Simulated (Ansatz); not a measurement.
**A barrier at the coupled-cluster level**

Start structure (SnSiH$_{8}$O, closed shell), relaxed at PBE0-D4/def2-TZVP:

Sn1  (-1.317, -0.856, -0.269)
Si2  (-0.294, 1.455, 0.129)
H3  (-1.019, -1.898, 1.048)
H4  (-3.020, -0.738, -0.446)
H5  (-0.711, -1.563, -1.698)
H6  (2.482, -0.525, -0.507)
O7  (1.861, -0.903, 0.121)
H8  (0.387, 1.508, 1.451)
H9  (0.702, 1.780, -0.928)
H10  (-1.333, 2.522, 0.114)
H11  (2.261, -0.782, 0.985)
(Å)

The step: SnSiH₆ ([SiH3][SnH3]) + H₂O → SnH₄O ([OH][SnH3]) + SiH₄; bonds formed: Sn1–O7, Si2–H6; bonds broken: Sn1–Si2, H6–O7. Computed with Ansatz 0.2.0 (basis: def2-TZVPP and def2-QZVPP); correlated methods freeze the cores. Filled d shells of the heavier atoms are correlated. Core potentials replace the inner electrons of the atoms past krypton. The def2 sets are not built for correlating such inner shells, so the correlated values are less sure here. Extrapolation: Hartree–Fock as exp(−7.88 √X), correlation as X^−2.97. Energies below are by CCSD(T) at an estimated basis limit (MP2 extrapolated from triple and quadruple zeta, plus CCSD(T) − MP2 in triple zeta).

(1) What are the electronic barrier and the energy of the step, from the start structure to the end structure? (Judge from chemistry; the value comes from the calculation.)

The T1 diagnostic stays at or below 0.015.

Answers

(1) By the calculation: Barrier 1.981 eV; step energy 0.225 eV (uphill); reverse barrier, their difference, 1.756 eV. Barrier and step energy count from the start structure, the reverse barrier from the end structure.

The saddle point: One imaginary mode of 917i cm⁻¹.
```tsv
pair	start (Å)	saddle (Å)	end (Å)
Sn1–O7	3.20	2.14	1.97
Si2–H6	3.47	1.96	1.48
Sn1–Si2	2.56	3.18	4.14
H6–O7	0.96	1.14	3.11
```

Zero-point energy (harmonic, PBE0-D4): ZPE is 1.843 eV at the start and 1.719 eV at the saddle, so the barrier goes from 1.981 to 1.857 eV.

Labels in which every atom is bracketed show which atoms are joined, not bond orders.

For scale, one of the runs: CCSD(T)/def2-TZVPP, 235 basis functions, launched by `ansatz run in.yaml --threads 4 --pin off --events-out ev --progress --plain --max-ram 9574MiB`. Time: 2.3 min of wall clock on 4 CPU threads of an Arm Neoverse V1; the host was shared. Peak host memory: 4.5 GiB.
